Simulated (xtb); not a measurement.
xtb input (GFN2-xTB):

```bash
xtb mol.xyz --gfn 2 --ohess tight --chrg 0 --uhf 0
```
mol.xyz:
```
2

Li     0.00295594    -0.01023423    -1.81849789
Cs    -0.01034994     0.02796713     1.82177540
```

Output:

```
           -------------------------------------------------
          |                Calculation Setup                |
           -------------------------------------------------

           -------------------------------------------------
          |                 G F N 2 - x T B                 |
           -------------------------------------------------

        Reference                      10.1021/acs.jctc.8b01176
      * Hamiltonian:
        H0-scaling (s, p, d)           1.850000    2.230000    2.230000
        zeta-weighting                 0.500000
      * Dispersion:
        s8                             2.700000
        a1                             0.520000
        a2                             5.000000
        s9                             5.000000
      * Repulsion:
        kExp                           1.500000    1.000000
        rExp                           1.000000
      * Coulomb:
        alpha                          2.000000
        third order                    shell-resolved
        anisotropic                    true
        a3                             3.000000
        a5                             4.000000
        cn-shift                       1.200000
        cn-exp                         4.000000
        max-rad                        5.000000

          ...................................................
          :                      SETUP                      :
          :.................................................:
          :  # basis functions                   8          :
          :  # atomic orbitals                   8          :
          :  # shells                            4          :
          :  # electrons                         2          :
          :  max. iterations                   250          :
          :  Hamiltonian                  GFN2-xTB          :
          :  restarted?                      false          :
          :  GBSA solvation                  false          :
          :  PC potential                    false          :
          :  electronic temp.          300.0000000     K    :
          :  accuracy                    1.0000000          :
          :  -> integral cutoff          0.2500000E+02      :
          :  -> integral neglect         0.1000000E-07      :
          :  -> SCF convergence          0.1000000E-05 Eh   :
          :  -> wf. convergence          0.1000000E-03 e    :
          :  Broyden damping             0.4000000          :
          :  net charge                          0          :
          :  unpaired electrons                  0          :
          ...................................................

 iter      E             dE          RMSdq      gap      omega  full diag
   1     -0.4068748 -0.406875E+00  0.814E+01    1.42       0.0  T
   2     -0.4099607 -0.308599E-02  0.402E+01    1.64       1.0  T
   3     -0.4121306 -0.216990E-02  0.103E+01    1.93       1.0  T
   4     -0.4100093  0.212135E-02  0.152E+01    2.14       1.0  T
   5     -0.4126060 -0.259668E-02  0.765E+00    2.16       1.0  T
   6     -0.4131965 -0.590536E-03  0.613E-01    2.16       1.0  T
[...]
Writing topology from bond orders to xtbtopo.mol

molecular dipole:
                 x           y           z       tot (Debye)
 q only:       -0.003       0.008       0.773
   full:       -0.001       0.004       0.383       0.974
molecular quadrupole (traceless):
                xx          xy          yy          xz          yz          zz
 q only:       -0.002      -0.000      -0.002      -0.008       0.019       0.005
  q+dip:      -11.846      -0.001     -11.842      -0.134       0.383      23.688
   full:       -7.741      -0.001      -7.739      -0.089       0.253      15.480

           -------------------------------------------------
          |                Geometry Summary                 |
           -------------------------------------------------

      molecular mass/u    :      139.8454886
   center of mass at/Å    :       -0.0090541       0.0242644       1.4686888
  moments of inertia/u·Å² :       -0.3274566E-17   0.6999288E+02   0.6999288E+02
rotational constants/cm⁻¹ :       -0.5148051E+19   0.2408478E+00   0.2408478E+00

 * 1 selected distances

     #   Z          #   Z                                           value/Å
     0   0          0   0                                         0.0000000 (max)
Molecule has the following symmetry elements: (Cinf) (sigma)
It seems to be the Cinfv point group

 * 0 distinct bonds (by element types)

   Z      Z             #   av. dist./Å        max./Å        min./Å

           -------------------------------------------------
          |               Frequency Printout                |
           -------------------------------------------------
 vibrational frequencies (cm⁻¹)
eigval :        0.00     0.00     0.00     0.00     0.00   293.65
 reduced masses (amu)
   1:126.65   2:126.65   3:126.65   4: 13.19   5: 13.19   6: 13.19
 IR intensities (km·mol⁻¹)
   1:  0.00   2:  0.00   3:  0.00   4:  0.57   5:  0.58   6:  1.77
 Raman intensities (Ä⁴*amu⁻¹)
   1:  0.00   2:  0.00   3:  0.00   4:  0.00   5:  0.00   6:  0.00
 output can be read by thermo (or use thermo option).
 writing <g98.out> molden fake output.
 recommended (thermochemical) frequency scaling factor: 1.0
           -------------------------------------------------
          |             Thermodynamic Functions             |
           -------------------------------------------------

cin symmetry found (for desy threshold:  0.10E+00) used in thermo

          ...................................................
          :                      SETUP                      :
          :.................................................:
          :  # frequencies                           1      :
          :  # imaginary freq.                       0      :
          :  linear?                              true      :
          :  only rotor calc.                    false      :
          :  symmetry                              cin      :
          :  rotational number                       1      :
          :  scaling factor                  1.0000000      :
          :  rotor cutoff                   50.0000000 cm⁻¹ :
          :  imag. cutoff                  -20.0000000 cm⁻¹ :
          :.................................................:

    mode    ω/cm⁻¹     T·S(HO)/kcal·mol⁻¹    T·S(FR)/kcal·mol⁻¹   T·S(vib)
   ------------------------------------------------------------------------
       1    293.65    -0.43315 ( 99.92%)    -0.53172 (  0.08%)    -0.43324
   ------------------------------------------------------------------------

   temp. (K)  partition function   enthalpy   heat capacity  entropy
                                   cal/mol     cal/K/mol   cal/K/mol   J/K/mol
 298.15  VIB   1.32                  268.673      1.685      1.453
         ROT   860.                  592.502      1.987     15.416
         INT  0.114E+04              861.175      3.672     16.869
         TR   0.160E+28             1481.254      4.968     40.699
         TOT                        2342.4288     8.6404    57.5683   240.8657

       T/K    H(0)-H(T)+PV         H(T)/Eh          T*S/Eh         G(T)/Eh
   ------------------------------------------------------------------------
    298.15    0.373290E-02    0.440189E-02    0.273525E-01   -0.229507E-01
   ------------------------------------------------------------------------

         :::::::::::::::::::::::::::::::::::::::::::::::::::::
         ::                  THERMODYNAMIC                  ::
         :::::::::::::::::::::::::::::::::::::::::::::::::::::
         :: total free energy          -0.439044608896 Eh   ::
         ::.................................................::
         :: total energy               -0.416093956483 Eh   ::
         :: zero point energy           0.000668994490 Eh   ::
         :: G(RRHO) w/o ZPVE           -0.023619646903 Eh   ::
         :: G(RRHO) contrib.           -0.022950652413 Eh   ::
         :::::::::::::::::::::::::::::::::::::::::::::::::::::

optimized geometry written to: xtbopt.xyz

           -------------------------------------------------
          | TOTAL ENERGY               -0.416093956483 Eh   |
          | TOTAL ENTHALPY             -0.411692064118 Eh   |
          | TOTAL FREE ENERGY          -0.439044608896 Eh   |
          | GRADIENT NORM               0.000000288135 Eh/α |
          | HOMO-LUMO GAP               2.407744708833 eV   |
           -------------------------------------------------
Note: The following floating-point exceptions are signalling: IEEE_UNDERFLOW_FLAG IEEE_DENORMAL
normal termination of xtb

------------------------------------------------------------------------
------------------------------------------------------------------------
 total:
 SCF:
 ANC optimizer:
 analytical hessian:
```
